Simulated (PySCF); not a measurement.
Isomers of C5H8O4Si, mass 160.019 u with the commonest isotopes. Method: PBE0/pcSseg-1 in PySCF (dipole) on a GFN2-xTB geometry, gas phase. One conformer each, none proved a minimum here; rigid rotors.

Question: Order these by out-of-plane moment Σ m c² = (Ia + Ib − Ic)/2, smallest first.
A. `[CH3:1][O:2]/[CH:3]=[C:4](\[O:5][CH:6]=[O:7])[C:8](=[O:9])[SiH3:10]` with C1–O2–C3–C4 -174°, C3–C4–O5–C6 53°, C4–O5–C6–O7 2°, C3–C4–C8–O9 3°
B. `[CH2:1]=[CH:2][C@@H:3]1[O:4][SiH2:5][O:6][C@@H:7]([CH:8]=[O:9])[O:10]1` with C1–C2–C3–O4 -3°, O6–C7–C8–O9 158°, C2–C3–O4–Si5 -110°, C3–O4–Si5–O6 -32°, O4–Si5–O6–C7 5°, Si5–O6–C7–C8 -88°
C. `[CH3:1][O:2]/[CH:3]=[C:4](/[O:5][CH:6]=[O:7])[C:8](=[O:9])[SiH3:10]` with C1–O2–C3–C4 -178°, C3–C4–O5–C6 -14°, C4–O5–C6–O7 2°, C3–C4–C8–O9 -1°
D. `[CH2:1]=[CH:2][C@@H:3]1[O:4][SiH2:5][O:6][C@H:7]([CH:8]=[O:9])[O:10]1` with C1–C2–C3–O4 -4°, O6–C7–C8–O9 -1°, C2–C3–O4–Si5 -101°, C3–O4–Si5–O6 -10°, O4–Si5–O6–C7 19°, Si5–O6–C7–C8 81°
E. `[O:1]=[C:2]([OH:3])[CH2:4][SiH2:5][C@H:6]1[O:7][CH2:8][C:9]1=[O:10]` with O1–C2–O3–H -1°, O1–C2–C4–Si5 -94°, C2–C4–Si5–C6 -177°, C4–Si5–C6–O7 63°

Answer: C (5.99 u·Å²), A (31.14 u·Å²), E (55.68 u·Å²), B (62.68 u·Å²), D (126.90 u·Å²).

Question: Order these by radius of gyration √(Σ m r²/M), smallest first.
A. `[CH3:1][O:2]/[CH:3]=[C:4](/[O:5][CH:6]=[O:7])[C:8](=[O:9])[SiH3:10]` with C1–O2–C3–C4 -178°, C3–C4–O5–C6 -14°, C4–O5–C6–O7 2°, C3–C4–C8–O9 -1°
B. `[O:1]=[C:2]([OH:3])[CH2:4][SiH2:5][C@H:6]1[O:7][CH2:8][C:9]1=[O:10]` with O1–C2–O3–H -1°, O1–C2–C4–Si5 -94°, C2–C4–Si5–C6 -177°, C4–Si5–C6–O7 63°
C. `[CH3:1][O:2]/[CH:3]=[C:4](\[O:5][CH:6]=[O:7])[C:8](=[O:9])[SiH3:10]` with C1–O2–C3–C4 -174°, C3–C4–O5–C6 53°, C4–O5–C6–O7 2°, C3–C4–C8–O9 3°
D. `[CH2:1]=[CH:2][C@@H:3]1[O:4][SiH2:5][O:6][C@@H:7]([CH:8]=[O:9])[O:10]1` with C1–C2–C3–O4 -3°, O6–C7–C8–O9 158°, C2–C3–O4–Si5 -110°, C3–O4–Si5–O6 -32°, O4–Si5–O6–C7 5°, Si5–O6–C7–C8 -88°
E. `[CH2:1]=[CH:2][C@@H:3]1[O:4][SiH2:5][O:6][C@H:7]([CH:8]=[O:9])[O:10]1` with C1–C2–C3–O4 -4°, O6–C7–C8–O9 -1°, C2–C3–O4–Si5 -101°, C3–O4–Si5–O6 -10°, O4–Si5–O6–C7 19°, Si5–O6–C7–C8 81°

Answer: E (1.925 Å), D (2.097 Å), C (2.388 Å), A (2.427 Å), B (2.633 Å).

Question: Order these by rotational constant C, largest first.
A. `[O:1]=[C:2]([OH:3])[CH2:4][SiH2:5][C@H:6]1[O:7][CH2:8][C:9]1=[O:10]` with O1–C2–O3–H -1°, O1–C2–C4–Si5 -94°, C2–C4–Si5–C6 -177°, C4–Si5–C6–O7 63°
B. `[CH2:1]=[CH:2][C@@H:3]1[O:4][SiH2:5][O:6][C@@H:7]([CH:8]=[O:9])[O:10]1` with C1–C2–C3–O4 -3°, O6–C7–C8–O9 158°, C2–C3–O4–Si5 -110°, C3–O4–Si5–O6 -32°, O4–Si5–O6–C7 5°, Si5–O6–C7–C8 -88°
C. `[CH3:1][O:2]/[CH:3]=[C:4](/[O:5][CH:6]=[O:7])[C:8](=[O:9])[SiH3:10]` with C1–O2–C3–C4 -178°, C3–C4–O5–C6 -14°, C4–O5–C6–O7 2°, C3–C4–C8–O9 -1°
D. `[CH2:1]=[CH:2][C@@H:3]1[O:4][SiH2:5][O:6][C@H:7]([CH:8]=[O:9])[O:10]1` with C1–C2–C3–O4 -4°, O6–C7–C8–O9 -1°, C2–C3–O4–Si5 -101°, C3–O4–Si5–O6 -10°, O4–Si5–O6–C7 19°, Si5–O6–C7–C8 81°
E. `[CH3:1][O:2]/[CH:3]=[C:4](\[O:5][CH:6]=[O:7])[C:8](=[O:9])[SiH3:10]` with C1–O2–C3–C4 -174°, C3–C4–O5–C6 53°, C4–O5–C6–O7 2°, C3–C4–C8–O9 3°

Answer: D (1084 MHz), B (788.5 MHz), E (573.5 MHz), C (539.6 MHz), A (479.5 MHz).

```tsv
SMILES	point group	Ia (u·Å²)	Ib (u·Å²)	Ic (u·Å²)	κ	μa (D)	μb (D)	μc (D)
CO/C=C(/OC=O)C(=O)[SiH3]	C1	386.83	561.77	936.63	-0.06	1.70	1.78	0.48
CO/C=C(\OC=O)C(=O)[SiH3]	C1	282.51	660.94	881.16	-0.69	2.47	0.28	1.36
O=C(O)C[SiH2][C@H]1OCC1=O	C1	174.11	991.16	1053.92	-0.97	0.32	2.12	0.42
C=C[C@@H]1O[SiH2]O[C@@H](C=O)O1	C1	294.54	471.76	640.94	-0.39	0.55	1.62	0.33
C=C[C@@H]1O[SiH2]O[C@H](C=O)O1	C1	336.08	384.06	466.34	0.11	1.34	0.20	0.98
```
